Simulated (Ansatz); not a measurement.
C$_{2}$H$_{4}$N (SMILES CC#[NH+]), charge +1, singlet, geometry from GFN2-xTB; Ansatz (a first-principles code) with WB97M-V/def2-SVP.

Input for Ansatz:
Ansatz 0.2 input:
```yaml
crystal:
  periodic: [false, false, false]
  atoms:
    - {symbol: C, position_ang: [0.00334141, 0.00125523, -1.23755640]}
    - {symbol: C, position_ang: [-0.00040118, -0.00015071, 0.14858327]}
    - {symbol: N, position_ang: [-0.00350170, -0.00131545, 1.29692576]}
    - {symbol: H, position_ang: [0.00839961, 1.03012222, -1.61351707]}
    - {symbol: H, position_ang: [0.89303023, -0.51610608, -1.61269688]}
    - {symbol: H, position_ang: [-0.88835179, -0.50910325, -1.61749951]}
    - {symbol: H, position_ang: [-0.00620750, -0.00233191, 2.29907192]}
basis:
  gaussian:
    orbitals: def2-SVP
hamiltonian:
  xc: {name: wB97M-V}
total_charge: 1
accuracy: high
```

The log (banner, timings and long lists left out):

```
Functional definition: wB97M-V
1417 factors; integrals over basis functions are off by at most 3.5e-9 eV
263 factors; integrals over basis functions are off by at most 2.0e-9 eV
mean field evaluation 1: about -3611.6707 eV, gradient 4.7e1 eV
mean field evaluation 2: about -3613.5732 eV, gradient 3.9e1 eV
mean field evaluation 4: about -3616.4153 eV, gradient 9.7e-1 eV
mean field evaluation 8: about -3616.4166 eV, gradient 8.7e-3 eV
mean field evaluation 16: about -3616.4166 eV, gradient 4.8e-7 eV
mean field -3616.41659267 eV, -132.9008584855 hartree, gradient 7.3e-8 eV, S^2 0.000000; 0 other end points of the search recorded, 0 dependent functions left out
reference -3616.41659600 eV, -132.9008586078 hartree; 11, 11 occupied and 51, 51 virtual orbitals, 1417 factors
Total energy: -3616.41659600 eV, -132.9008586078 hartree
```
